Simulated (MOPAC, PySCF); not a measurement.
Ligands exchanged one at a time, In H-CH3. Gas-phase values, no solvent. Strings in code marks are SMILES.

Quantity: vertical ionisation energy (energy after one electron is removed minus that of the parent at the parent's geometry), in eV.

Level 1: B3LYP-D3(BJ)/def2-TZVP // PBE0-D4/def2-TZVP (PySCF)
Level 2: minus the HOMO energy of PM7 // PBE0-D4/def2-TZVP (MOPAC)
Level 3: minus the HOMO energy of SVWN5/6-31G* (LANL2DZ on In) // PBE0-D4/def2-TZVP (PySCF)
Level 4: HF/6-31G* (LANL2DZ on In) // PBE0-D4/def2-TZVP (PySCF)

```tsv
species	level 2	level 3	level 4
`[CH3][InH2]`	10.26	6.33	8.99
```

Q: What does level 1 give for each?

A: 
- `[CH3][InH2]`: 9.70
